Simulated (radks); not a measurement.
All-electron atom: P3- in [Ar]. Calculated with a radial shooting solver on a logarithmic mesh with Libxc functionals: non-relativistic Kohn-Sham, LDA (Slater exchange, VWN5 correlation), spin-unpolarised, spherical densities, point nucleus; Watson sphere of charge +2.88 and radius 3.63 bohr.

Unscreened Slater integrals over Kohn-Sham orbitals (cm^-1).

\begin{tabular}{lr}
integral & value \\ \hline
F0(3p,3p) & 68631 \\
F2(3p,3p) & 32749 \\
F0(3p,3s) & 79114 \\
G1(3p,3s) & 47487 \\
F0(3p,2p) & 97067 \\
F2(3p,2p) & 11425 \\
G0(3p,2p) & 4230.2 \\
G2(3p,2p) & 4100.1 \\
F0(3p,2s) & 96433 \\
G1(3p,2s) & 3237.0 \\
F0(3s,3s) & 95761 \\
F0(3s,2p) & 130350 \\
G1(3s,2p) & 8178.0 \\
F0(3s,2s) & 129480 \\
G0(3s,2s) & 6541.7 \\
F0(2p,2p) & 414260 \\
F2(2p,2p) & 190630 \\
F0(2p,2s) & 393440 \\
G1(2p,2s) & 233470 \\
F0(2s,2s) & 379760 \\
\end{tabular}
